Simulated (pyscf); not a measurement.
# H₂Ga–BiH₂, singlet

Gas-phase minimum from PySCF at ωB97X-D3(BJ)/def2-SVP, one conformer. 

```xyz
6

Ga    -0.1687    -0.7156     0.5593
Bi     1.5900     0.9192    -0.5545
H     -0.7589    -0.4019     1.9829
H     -0.6786    -1.9853    -0.2159
H      2.5361    -0.5062    -1.0643
H      2.4597     0.9854     1.0031
```
Charge 0, spin multiplicity 1.

Bonds (Å): Ga1–Bi2 2.647, Ga1–H3 1.573, Ga1–H4 1.573, Bi2–H5 1.785, Bi2–H6 1.785. Bond angles (°): Bi2–Ga1–H3 120.5, Bi2–Ga1–H4 120.4, H3–Ga1–H4 119.1, Ga1–Bi2–H5 88.8, Ga1–Bi2–H6 88.8, H5–Bi2–H6 91.2.

Properties at ωB97X-D3(BJ)/def2-SVP:

```
Quantity                                                                                                                                                                             Value
---------------------------------------------------------------------------------------------------------------------  -------------------------------------------------------------------
Harmonic wavenumbers, unscaled                                                                                         102, 212, 336, 394, 536, 590, 763, 806, 1866, 1873, 1971, 1977 cm⁻¹
Zero-point energy                                                                                                                                                            16.3 kcal/mol
Rotational symmetry number                                                                                                                                                               1
Entropy of this conformer at 298 K and 1 atm, rigid rotor and harmonic oscillator, modes under 100 cm⁻¹ raised to 100                                                      325.1 J/(mol K)
Dipole moment                                                                                                                                                                       0.76 D
```

Single-point totals, which compare only within one level (frozen core for MP2 and CC):

```tsv
level	total energy (hartree)
ωB97X-D3(BJ)/def2-TZVP	-2141.91595
PBE/def2-TZVP	-2141.59550
r²SCAN/def2-TZVP	-2141.95579
B3LYP-D3(BJ)/def2-TZVP	-2142.01030
PBE0-D3(BJ)/def2-TZVP	-2141.61728
M06-2X/def2-TZVP	-2141.70796
ωB97M-D3(BJ)/def2-TZVP	-2141.91083
HF/def2-TZVPP	-2139.10891
MP2/def2-TZVPP	-2139.79108
CCSD/def2-TZVPP	-2139.77934
CCSD(T)/def2-TZVPP	-2139.79976
```

Soft torsions are taken as harmonic, which can shift the entropy by several J/(mol K). The CCSD(T) − MP2 part came from Ansatz, without density fitting, on the same reference. The frozen core leaves the outer d or s,p core shells of the metals and heavy elements correlated in the MP2 and CC values, and def2-TZVPP describes them poorly, so these totals are far from the basis limit. Elements up to Kr have no core potential and no relativistic terms here. Elements past Kr carry the def2 core potentials, without spin-orbit coupling.
